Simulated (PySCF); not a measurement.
PySCF 2.14 calculation with GIAO PBE0/pcSseg-1 shieldings and structure optimised with GFN2-xTB; non-relativistic Hamiltonian, no solvent, one conformer, equivalent nuclei averaged.

References, each an isolated molecule treated in the same way: ¹H (31.72 ppm) and ¹³C (186.93 ppm) vs TMS. Shifts are as computed. Against solution values, carbons near 30 ppm lie about +3 ppm off and those near 130 ppm about +5 ppm. Of 1211 compounds with measured shifts, 218 miss one by over three times the rms of a fit or turn the order of signals round; such compounds aren't used in these exercises.

Task: Order these molecules by the shift of their most shielded carbon-bound hydrogen, lowest δ first.
A. COCC(C)=O
B. C#C[C@]1(F)CC[SiH2]1
C. C[Si](C)(C)n1ccnn1
D. C=N[SiH2]O[SiH3]

Result: C (0.54 ppm, hydrogen on a methyl carbon bonded to Si), B (1.36 ppm, hydrogen on an sp3 CH2 bonded to Si), A (2.28 ppm, hydrogen on a methyl carbon α to a carbonyl), D (8.66 ppm, hydrogen on a C=N carbon).

Task: Order these molecules by the shift of their most deshielded carbon-bound hydrogen, lowest δ first.
A. C#C[C@]1(F)CC[SiH2]1
B. C=N[SiH2]O[SiH3]
C. C[Si](C)(C)n1ccnn1
D. COCC(C)=O

Result: A (2.96 ppm, hydrogen on an sp3 CH2 in a ring), D (3.82 ppm, hydrogen on an sp3 CH2 bonded to O, α to a carbonyl), C (7.91 ppm, hydrogen on an aromatic CH next to a ring nitrogen), B (8.79 ppm, hydrogen on a C=N carbon).

Task: How many ¹³C and ¹H signals does each give (equivalence by symmetry and fast rotation, but not about amide C–N or C=N bonds)? `C#C[C@]1(F)CC[SiH2]1`, `C[Si](C)(C)n1ccnn1`, `C=N[SiH2]O[SiH3]`, `COCC(C)=O`

Result: C#C[C@]1(F)CC[SiH2]1: 5 C, 7 H; C[Si](C)(C)n1ccnn1: 3 C, 3 H; C=N[SiH2]O[SiH3]: 1 C, 4 H; COCC(C)=O: 4 C, 3 H.
